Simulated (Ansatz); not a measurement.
Calculation: frozen-core CCSD(T)/def2-TZVPP // PBE0-D4/def2-TZVP in Ansatz (an electronic-structure program).

Ansatz 0.2 input:
```yaml
crystal:
  periodic: [false, false, false]
  atoms:
    - { symbol: Cl, position_ang: [2.128512, -0.85068, -0.027159] }
    - { symbol: In, position_ang: [0.000047, -0.000038, 0.000026] }
    - { symbol: Cl, position_ang: [-1.80137, -1.416724, -0.051329] }
    - { symbol: Cl, position_ang: [-0.327189, 2.267441, 0.078462] }
basis:
  gaussian: { orbitals: def2-TZVPP }
correlation:
  method: ccsd_t
```

Output:

```
Functional definition: HF
1229 factors; integrals over basis functions are off by at most 9.0e-4 eV
mean field evaluation 1: about -42663.7989 eV, gradient 2.2e1 eV
mean field evaluation 2: about -42663.8365 eV, gradient 2.2e1 eV
mean field evaluation 4: about -42665.2466 eV, gradient 1.5e0 eV
mean field evaluation 8: about -42665.2613 eV, gradient 5.6e-5 eV
mean field evaluation 16: about -42665.1891 eV, gradient 1.4e0 eV
mean field -42665.26130655 eV, -1567.9194334631 hartree, gradient 1.3e-6 eV, S^2 0.000000; 0 other end points of the search recorded, 0 dependent functions left out
19 core orbitals not correlated
reference -42665.26130655 eV, -1567.9194334631 hartree; 17, 17 occupied and 140, 140 virtual orbitals, 1229 factors
second order -22.54980499 eV of doubles, -0.00000000 eV of singles
cycle   1  -23.03419612 eV  change   -4.8e-1 eV  update   1.0e-1
cycle   2  -23.50724737 eV  change   -4.7e-1 eV  update   2.7e-2
cycle   3  -23.60244287 eV  change   -9.5e-2 eV  update   1.6e-2
cycle   4  -23.58954805 eV  change    1.3e-2 eV  update   4.4e-3
cycle   5  -23.58664585 eV  change    2.9e-3 eV  update   1.6e-3
cycle   6  -23.58696162 eV  change   -3.2e-4 eV  update   3.8e-4
cycle   7  -23.58690884 eV  change    5.3e-5 eV  update   1.1e-4
cycle   8  -23.58692000 eV  change   -1.1e-5 eV  update   3.1e-5
perturbative correction -0.94330964 eV, -0.0346659897 hartree
Total energy: -42689.79153619 eV, -1568.8209027751 hartree
```

Cost: roughly 120 core-seconds.
